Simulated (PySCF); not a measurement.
Identify the unknown among the candidates.

All candidates are C2H8OSi2.

- UV, strongest line: among the 8 lowest singlet transitions: S3 at 6.50 eV (191 nm, f = 0.151) [TDDFT PBE0/def2-SVPD]
- Triplet: lowest triplet excitation (Tamm–Dancoff): 5.25 eV [TDA PBE0/def2-SVPD]
- Rotational structure: rotational constants A, B, C: 7.604, 1.613, 1.520 GHz [GFN2-xTB]
- UV, first state: lowest singlet excitation: 5.50 eV (225 nm, f = 0.001) [TDDFT PBE0/def2-SVPD]
- Dipole: 0.33 D [PBE0/def2-SVPD]
- Polarisability: 76.9 au [PBE0/def2-SVPD]

Electronic properties: PySCF, gas phase, density fitting. Levels stand in brackets. Geometry: GFN2-xTB, one conformer, isolated molecule.

Question: Which candidate is it?
A. `[SiH3]O[C@H]1C[SiH2]1`
B. `[SiH3]O[SiH]1CC1`
C. `O[SiH2]/C=C\[SiH3]`
D. `CC(=O)[SiH2][SiH3]`

Answer: B. It is `[SiH3]O[SiH]1CC1`. Numbering: `[SiH3:1][O:2][SiH:3]1[CH2:4][CH2:5]1`. Its formula, C2H8OSi2, gives 1 degree of unsaturation: 1 ring and 0 π bonds in the structure found. By its constants the optimised geometry is an asymmetric top.

The others, at the same levels:
- `[SiH3]O[C@H]1C[SiH2]1` fails: its computed lowest triplet excitation (Tamm–Dancoff) is 4.46 eV (against 5.25 eV), strongest line among the 8 lowest singlet transitions is S2 at 5.82 eV (213 nm, f = 0.154) (against S3 at 6.50 eV) and static isotropic polarisability is 82.1 au (against 76.9 au).
- `O[SiH2]/C=C\[SiH3]` fails: its computed lowest triplet excitation (Tamm–Dancoff) is 3.95 eV (against 5.25 eV), static isotropic polarisability is 81.6 au (against 76.9 au) and rotational constant A is 8.428 GHz (against 7.604 GHz).
- `CC(=O)[SiH2][SiH3]` fails: its computed lowest singlet excitation is 3.49 eV (355 nm, f = 0.004) (against 5.50 eV), lowest triplet excitation (Tamm–Dancoff) is 2.81 eV (against 5.25 eV) and static isotropic polarisability is 86.7 au (against 76.9 au).

Each candidate is one conformer, not necessarily the lowest. Dipoles, sizes and rotational constants follow the conformer. The torsions of the flexible species, by atom-mapped SMILES:
- `[SiH3:1][O:2][SiH:3]1[CH2:4][CH2:5]1`: Si1–O2–Si3–C4 23°
- `[SiH3:1][O:2][C@H:3]1[CH2:4][SiH2:5]1`: Si1–O2–C3–C4 -171°
- `[OH:1][SiH2:2]/[CH:3]=[CH:4]\[SiH3:5]`: O1–Si2–C3–C4 172°, H–O1–Si2–C3 57°
- `[CH3:1][C:2](=[O:3])[SiH2:4][SiH3:5]`: C1–C2–Si4–Si5 -105°
